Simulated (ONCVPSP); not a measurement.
# Which change was made? (Ga, ONCV)

Ga (Z = 31), optimised norm-conserving Vanderbilt (ONCV), made with ONCVPSP 4.0.1 (PBE, scalar-relativistic). Core [Ne], reference 3s2 3p6 3d10 4s2 4p1. Waves: 3s+4s: rc 1.00 bohr, ncon 3, nbas 6, qcut 12.2 1/bohr, 2 projectors; 3p+4p: rc 0.95 bohr, ncon 4, nbas 7, qcut 17.2 1/bohr, 2 projectors; 3d: rc 1.30 bohr, ncon 4, nbas 9, qcut 10.7 1/bohr, 2 projectors, debl 1.2 Ha. Local part: polynomial inside 0.70 bohr (lpopt 4, dvloc0 3 Ha). Core correction: polynomial model core, fcfact 0.55.

Cutoffs, loose and tight: the cutoffs (Ha) at which the residual kinetic energy of the hardest occupied pseudo-wave falls to 1 and 0.1 mHa per electron. They do not see the model core or the augmentation charge, which bear on the density cutoff. Test errors are all-electron minus pseudo excitation energies from the reference, over the configurations 3s2 3p6 3d10 4s2 4p0; 3s2 3p6 3d10 4s1 4p0; 3s2 3p6 3d10 4s0 4p0; 3s2 3p6 3d10 4s0 4p3; variants that change the core or the reference have their own tests. The largest error is taken over the tests solved by every variant that gives reliable tests at all, those not shown here included: 3s2 3p6 3d10 4s0 4p3; 3s2 3p6 3d10 4s1 4p0; 3s2 3p6 3d10 4s2 4p0.

The base gives: outcome: generated; cutoff, loose: 55 Ha; cutoff, tight: 76 Ha; bound ghosts: none; GHOST(+) flags above zero: none; largest test error (meV): -0.7.

Question: After one change the result is: outcome: generated; cutoff, loose: 66 Ha; cutoff, tight: 101 Ha; bound ghosts: none; GHOST(+) flags above zero: none; largest test error (meV): -0.3. Which change was it?
A. s: qcut 8.2; p: qcut 11.5; d: qcut 7.2
B. s: qcut 14.5; p: qcut 20.4; d: qcut 12.7
C. s: qcut 15.6; p: qcut 22; d: qcut 13.7

Answer: B. The others give: s: qcut 8.2; p: qcut 11.5; d: qcut 7.2 → outcome: generated; cutoff, loose: 190 Ha; cutoff, tight: 262 Ha; bound ghosts: none; GHOST(+) flags above zero: none; largest test error (meV): -4.9 | s: qcut 15.6; p: qcut 22; d: qcut 13.7 → outcome: generated; cutoff, loose: 113 Ha; cutoff, tight: 138 Ha; bound ghosts: none; GHOST(+) flags above zero: none; largest test error (meV): -0.3.
